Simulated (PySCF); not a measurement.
CH7AlO2Si, SMILES C[O][AlH][O][SiH3].

Geometry: PBE0-D3(BJ)/def2-SVP. The structure was generated by enumeration; whether it is a known compound was not checked. One conformer was computed; it need not be the lowest.

These are C-PCM-M06-2X/def2-SVP (PySCF) values and carry that method's errors.

The values are the electrostatic part of the solvation free energy, E(continuum) − E(gas) at the gas-phase geometry, in a cavity of scaled van der Waals radii (PySCF's table); cavitation and dispersion terms are not included. A continuum can't describe solvent molecules that bind to the metal. In vacuum the orbital gap is 10.08 eV. The dipole moment in vacuum is 0.90 D.

Q: Estimate the values in water (ε = 78.36), acetone (ε = 20.49), ethylethanoate (ε = 5.99). (Estimate from the structure and the level; the computed values follow.)

A: 
```tsv
solvent	ε	ΔG(elec) (kcal/mol)	dipole (D)	gap (eV)
water	78.36	-3.8	1.11	10.34
acetone	20.49	-3.7	1.10	10.33
ethylethanoate	5.99	-3.2	1.07	10.30
```
